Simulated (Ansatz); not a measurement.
One change: `FC(F)(F)OBCl` becomes `FC(F)(F)CI`.

Ansatz, PBE0-D4/def2-TZVP geometries, multiplicity 1. Each molecule was computed in one conformer, which needn't be the lowest.

Elements past krypton have def2 core potentials.

| property | `FC(F)(F)OBCl` |
| --- | --- |
| HOMO–LUMO gap (ωB97M-V/def2-TZVPP) / eV | 12.65 |
| LUMO energy (PBE0/def2-TZVPP) / eV | -1.26 |
| size of the dipole moment (PBE/def2-TZVPP) / D | 0.57 |
| size of the dipole moment (ωB97M-V/def2-TZVPP) / D | 0.68 |
| HOMO energy (ωB97M-V/def2-TZVPP) / eV | -11.84 |
| HOMO–LUMO gap (PBE/def2-TZVPP) / eV | 5.82 |

**Question.** Give the same properties after the change, and the shifts. (Estimate.)

**Answer.** Computed: 
| property | `FC(F)(F)CI` | shift |
| --- | --- | --- |
| HOMO–LUMO gap (ωB97M-V/def2-TZVPP) / eV | 10.64 | -2.01 |
| LUMO energy (PBE0/def2-TZVPP) / eV | -1.33 | -0.07 |
| size of the dipole moment (PBE/def2-TZVPP) / D | 1.64 | 1.07 |
| size of the dipole moment (ωB97M-V/def2-TZVPP) / D | 1.78 | 1.10 |
| HOMO energy (ωB97M-V/def2-TZVPP) / eV | -9.98 | 1.86 |
| HOMO–LUMO gap (PBE/def2-TZVPP) / eV | 4.36 | -1.46 |

With PBE0 the HOMO rises by 1.75 eV and the LUMO falls by 0.07 eV, so the gap narrows by about 1.82 eV. PBE moves the HOMO by 1.47 eV and ωB97M-V by 1.86 eV. Dipoles are sizes alone; their direction can turn.

Spin–orbit coupling is left out; it splits and shifts lone-pair levels of the heavy atoms by tenths of an eV.
